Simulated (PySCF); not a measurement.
What an electron can do to GeBr

PBE0 in PySCF with def2-TZVPPD on every atom, for the lowest determinant that a PBE0 search found; no spin–orbit coupling.

```tsv
species	state (unpaired electrons)	Re (Å)	ωe (cm⁻¹)	energy of the minimum from the neutral (eV)	De (eV)	dissociates to
GeBr	doublet (π ↑)	2.326	296	0.00	3.72	Ge + Br
GeBr⁺	singlet (closed shell)	2.204	372	7.30	4.35	Ge⁺ + Br
GeBr⁻	triplet (π ↑↑)	2.525	201	-1.44	1.69	Ge + Br⁻
```

Work out the lowest energy to break GeBr into atoms, from its vibrational ground state.

D0 = De − ωe/2 = 3.72 − 0.02 = 3.70 eV (PBE0/def2-TZVPPD).

Work out the ionisation energy of the Ge atom at this level and the threshold of dissociative ionisation.

IE(Ge) = 7.30 + 4.35 − 3.72 = 7.93 eV, so Ge⁺ + Br + e⁻ appears at D0 + IE(Ge) = 11.63 eV (PBE0/def2-TZVPPD). The measured IE(Ge) is 7.899 eV (NIST ASD).

Work out the electron affinity of the Br atom and the threshold of dissociative attachment.

EA(Br) = 3.72 − 1.69 − (-1.44) = 3.47 eV, so Ge + Br⁻ needs D0 − EA(Br) = 0.23 eV (PBE0/def2-TZVPPD). The measured EA(Br) is 3.364 eV.

At which energy does ion-pair formation open?

Ge⁺ + Br⁻ lies at D0 + IE(Ge) − EA(Br) = 8.16 eV (PBE0/def2-TZVPPD).

These are thermodynamic thresholds; the onsets seen under electron impact lie higher where the geometry changes, and cross-sections peak well above them.

Spin–orbit coupling is left out. For an ion De counts to the pair picked by the measured ionisation energies or electron affinities, which need not be the lowest pair at this level. The highest Kohn–Sham level is positive in this anion. Much of that is self-interaction error, but it also means that the finite basis helps to hold the extra electron. States were picked by a PBE0 search and need not be the measured ground states.
